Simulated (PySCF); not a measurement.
Molecule: SMILES BC1C(Cl)=C1Cl, C3H3BCl2.

Cartesian coordinates in Å; atom numbers follow the order of the lines, from 1:
```xyz
9

B     1.401   -0.482    0.286
C     0.194    0.013   -0.533
C    -1.252   -0.278   -0.070
Cl   -2.378   -1.507    0.006
C    -0.865    0.941    0.106
Cl   -1.093    2.518    0.600
H     2.410   -0.720   -0.250
H     1.292   -0.612    1.441
H     0.303    0.134   -1.611
```

Frames of a GFN2-xTB Langevin trajectory at 400 K; GIAO PBE0/pcSseg-1 shieldings in PySCF, gas phase, non-relativistic; equivalent atoms averaged within each frame.

Scale: BF3·OEt2 for 11B (σ = 100.07 ppm); 13C (σ = 186.93 ppm) and 1H (σ = 31.72 ppm) vs TMS; HCl for 35Cl (σ = 949.78 ppm) (reference shieldings calculated alike). The references are static minima.

**Question.** How do the shifts (ppm) fluctuate along the trajectory?

**Answer.** 
| time (fs) | B1 | C3/C5 | C2 | Cl4/Cl6 | H7/H8 | H9 |
| --- | --- | --- | --- | --- | --- | --- |
| 250 | 86.7 | 120.0 | 44.3 | 208 | 7.67 | 2.09 |
| 425 | 88.5 | 127.7 | 47.1 | 233 | 8.03 | 4.29 |
| 625 | 83.1 | 125.1 | 45.9 | 259 | 7.41 | 3.42 |
| 800 | 93.0 | 123.6 | 48.0 | 220 | 7.79 | 3.35 |
| 1000 | 87.9 | 121.6 | 43.7 | 224 | 7.36 | 3.74 |
| mean of frames | 87.8 | 123.6 | 45.8 | 229 | 7.65 | 3.38 |
| standard deviation | 3.6 | 3.0 | 1.8 | 19 | 0.28 | 0.81 |

5 frames give an uncertainty of the mean of about the standard deviation over 2.2 at best, since frames this close in time may not be independent; classical motion lacks zero-point vibration, and the reference would need the same averaging.
